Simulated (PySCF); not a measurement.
Se(Br)(OSiH3) (BrH3OSeSi), SMILES [SiH3]O[Se]Br. Heavy atoms are numbered as in [Se:1]([Br:2])[O:3][SiH3:4]. Hydrogens are named by the atom that carries them.

Geometry optimised at r2SCAN-D4/def2-SVP. The structure was generated by enumeration, and PubChem lists no compound with its InChIKey, so it may never have been made. The values are those of a single conformer.

Method: PBE/pcSseg-1 in PySCF.

GIAO shieldings, no solvent; atoms alike by connectivity are averaged. δ = σ(ref) − σ: ⁷⁷Se against Me2Se (σ = 1634.8 ppm); ¹⁷O against H2O (σ = 334.3 ppm); ²⁹Si against TMS (σ = 335.4 ppm); ¹H against TMS (σ = 31.49 ppm), references at their B3LYP-D3(BJ)/def2-TZVP geometries, non-relativistic (without spin–orbit terms, shifts of atoms bonded to Cl or Br come out too high).

Computed chemical shifts:
```tsv
nucleus	atoms	count	δ (ppm)
⁷⁷Se	Se1	1	2439.0
¹⁷O	O3	1	65.6
²⁹Si	Si4 (SiH3)	1	-15.3
¹H	H on Si4	3	5.42
```
